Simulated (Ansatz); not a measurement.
Start from `[CH3][In]([OH])[F]` and change one element to get `[CH3][In]([OH])[Cl]`.

Ansatz, PBE0-D4/def2-TZVP geometries, multiplicity 1. Each molecule was computed in one conformer, which needn't be the lowest.

Elements past krypton have def2 core potentials.

| property | `[CH3][In]([OH])[F]` |
| --- | --- |
| HOMO–LUMO gap (B3LYP/def2-TZVPP) / eV | 6.59 |
| HOMO–LUMO gap (PBE/def2-TZVPP) / eV | 4.79 |
| LUMO energy (B3LYP/def2-TZVPP) / eV | -1.67 |
| HOMO energy (ωB97M-V/def2-TZVPP) / eV | -10.74 |
| LUMO energy (PBE0/def2-TZVPP) / eV | -1.32 |
| HOMO energy (B3LYP/def2-TZVPP) / eV | -8.26 |

Q: What does the change do to each property? (Estimate.)

A: Ansatz gave: 
```json
{"property": "HOMO–LUMO gap (B3LYP/def2-TZVPP) / eV", "`[CH3][In]([OH])[Cl]`": "6.33", "shift": "-0.26"}
{"property": "HOMO–LUMO gap (PBE/def2-TZVPP) / eV", "`[CH3][In]([OH])[Cl]`": "4.70", "shift": "-0.09"}
{"property": "LUMO energy (B3LYP/def2-TZVPP) / eV", "`[CH3][In]([OH])[Cl]`": "-1.63", "shift": "0.04"}
{"property": "HOMO energy (ωB97M-V/def2-TZVPP) / eV", "`[CH3][In]([OH])[Cl]`": "-10.43", "shift": "0.31"}
{"property": "LUMO energy (PBE0/def2-TZVPP) / eV", "`[CH3][In]([OH])[Cl]`": "-1.29", "shift": "0.03"}
{"property": "HOMO energy (B3LYP/def2-TZVPP) / eV", "`[CH3][In]([OH])[Cl]`": "-7.95", "shift": "0.31"}
```

B3LYP here is the variant with VWN-RPA as its local correlation; programs differ in this.
